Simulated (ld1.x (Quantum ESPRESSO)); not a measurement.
**Hf: excitation energies, all-electron against TM**

- Element: Hf
- Generator: ld1.x (Quantum ESPRESSO) 7.5
- Type: norm-conserving Troullier–Martins (Kleinman–Bylander form)
- Functional: LDA (PZ)
- Relativity: scalar-relativistic
- Frozen core: [Xe] 4f14
- Valence charge: 4
- Reference configuration: 5d2 6s1 6p0 (charge +1)
- Partial waves: 6p (bound, empty): rc 3.00 bohr; 5d (bound): rc 2.75 bohr; 6s (bound): rc 2.30 bohr
- Local potential: the s channel
- Core correction: a·sin(br)/r model core inside 2.40 bohr

Energies are relative to the spin-unpolarised reference configuration 5d2 6s1 6p0; without spin polarisation the order of configurations can differ from experiment. Spin-polarised rows fill each open shell by Hund’s rule, majority spin first.

```json
{"valence configuration": "5d2 6s2 6p0", "charge": "0", "ΔE all-electron (eV)": "-8.198", "error AE − PS (meV)": "+2.5"}
{"valence configuration": "5d1 6s0 6p0", "charge": "+3", "ΔE all-electron (eV)": "36.604", "error AE − PS (meV)": "-164"}
{"valence configuration": "5d3 6s1 6p0", "charge": "0", "ΔE all-electron (eV)": "-5.612", "error AE − PS (meV)": "-19"}
{"valence configuration": "5d3 6s0 6p0", "charge": "+1", "ΔE all-electron (eV)": "2.033", "error AE − PS (meV)": "-19"}
{"valence configuration": "5d1 6s2 6p0", "charge": "+1", "ΔE all-electron (eV)": "-1.468", "error AE − PS (meV)": "+1.3"}
{"valence configuration": "5d2 6s0 6p2", "charge": "0", "ΔE all-electron (eV)": "-0.123", "error AE − PS (meV)": "-9.2"}
{"valence configuration": "5d2 6s1 6p0 (spin-polarised)", "charge": "+1", "ΔE all-electron (eV)": "-1.136", "error AE − PS (meV)": "+357"}
{"valence configuration": "5d2 6s2 6p0 (spin-polarised)", "charge": "0", "ΔE all-electron (eV)": "-8.639", "error AE − PS (meV)": "+244"}
```

What are ΔE and the potential's error for 5d2 6s0 6p0?

ΔE = 14.502 eV all-electron; the error (AE − PS) is -16 meV.
